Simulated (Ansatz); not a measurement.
C3H4O2Si, SMILES C=C1OC(=O)[SiH2]1.

The structure is a stationary point at PBE0-D3(BJ)/def2-SVP. This is a generated structure with no PubChem entry under its InChIKey; it may be hypothetical.

Two levels are set side by side: PBE/def2-SVPD (Ansatz, a first-principles code) and CAM-B3LYP/def2-SVPD (Ansatz). Energy differences of separate SCF runs at the same geometry; the states with an electron removed or added have multiplicity 2 and 2. Differences are taken from unrounded values.

```tsv
quantity	CAM-B3LYP
vertical ionisation energy (eV)	9.76
vertical singlet–triplet gap (eV)	4.22
```

Q: What does PBE give, and how far is it from CAM-B3LYP? (Estimate from the structure and the level; the computed values follow.)

A: 
| quantity | PBE | PBE minus CAM-B3LYP |
|---|---|---|
| vertical ionisation energy (eV) | 9.46 | -0.30 |
| vertical singlet–triplet gap (eV) | 3.98 | -0.25 |
